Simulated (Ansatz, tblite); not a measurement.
Spin states of the cluster InF3, each relaxed with r2SCAN-D4/def2-TZVP in Ansatz. Electronic energies in the gas phase.

In the def2 sets In takes a core potential; there is no spin–orbit coupling. The xTB rows come from tblite. Correlated methods freeze 7 core orbitals; core or outer-core shells of In are correlated, in sets that lack core-valence functions. In CCSD on the charge 0 triplet the largest single amplitude is 0.31, so its Hartree–Fock determinant may place the open shell otherwise than the density functionals do. In the quintet geometry the species has come apart into loosely held pieces. In the quintet, F3 and F4 lie 1.92 Å apart, F2 and F4 lie 1.92 Å apart (atoms count from 1), so these atoms are partly bonded to each other. The structure comes from a short search, and lower isomers may exist.

Singlet geometry (D3h within 0.1 Å):

```csv
atom,x (Å),y (Å),z (Å)
In1,0.000,0.002,0.000
F2,-0.728,1.112,-1.392
F3,1.108,0.770,1.371
F4,-0.380,-1.884,0.021
```

Triplet geometry (Cs within 0.1 Å):

```xyz
4

In    0.407    0.211   -0.760
F     1.836   -0.789    0.118
F    -0.790    1.143    0.730
F    -1.454   -0.565   -0.088
```

Quintet geometry (Cs within 0.1 Å):

```xyz
4

In   -1.265    0.174   -0.744
F     0.521    1.307   -0.385
F    -0.466   -1.185    0.711
F     1.210   -0.296    0.418
```

⟨S²⟩: triplet 2.01 at PBE0-D4/def2-TZVP (pure 2.00), quintet 6.01 at PBE0-D4/def2-TZVP (pure 6.00).

Run but left out: HF/STO-3G, HF/def2-TZVP, HF/def2-TZVPP, MP2/def2-TZVP, MP2/def2-TZVPP (triplet: a determinant that CCSD turns far, T1 0.047); HF/STO-3G, HF/def2-TZVP, HF/def2-TZVPP, MP2/def2-TZVP, MP2/def2-TZVPP (quintet: a determinant that CCSD turns far, T1 0.046).

Only these spin states were relaxed. The quintet has fallen apart into loose fragments. The quintet has other bonds than the singlet, so the gap mixes isomer and spin.

Estimate which spin state lies lowest at each of these levels, and by how much: GFN2-xTB; LDA (SPW92)/def2-TZVP; r2SCAN-D4/def2-TZVP; PBE0-D4/def2-TZVP; BHLYP-D4/def2-TZVP; B2PLYP/def2-TZVP; RPA@PBE/def2-TZVP; CCSD(T)/def2-TZVPP.


```tsv
level	triplet − singlet (kcal/mol)	quintet − singlet (kcal/mol)	lowest of these	remarks
GFN2-xTB	50.1	261.5	singlet	–
LDA (SPW92)/def2-TZVP	81.2	219.5	singlet	–
r2SCAN-D4/def2-TZVP	76.7	209.2	singlet	–
PBE0-D4/def2-TZVP	82.7	218.9	singlet	–
BHLYP-D4/def2-TZVP	86.7	227.3	singlet	–
B2PLYP/def2-TZVP	88.4	231.0	singlet	–
RPA@PBE/def2-TZVP	78.3	209.9	singlet	–
CCSD(T)/def2-TZVPP	95.3	244.4	singlet	large T1 (0.046) (quintet), large T1 (0.047) (triplet)
```

The xTB methods have no term that favours high spin, so they put low spin too low.
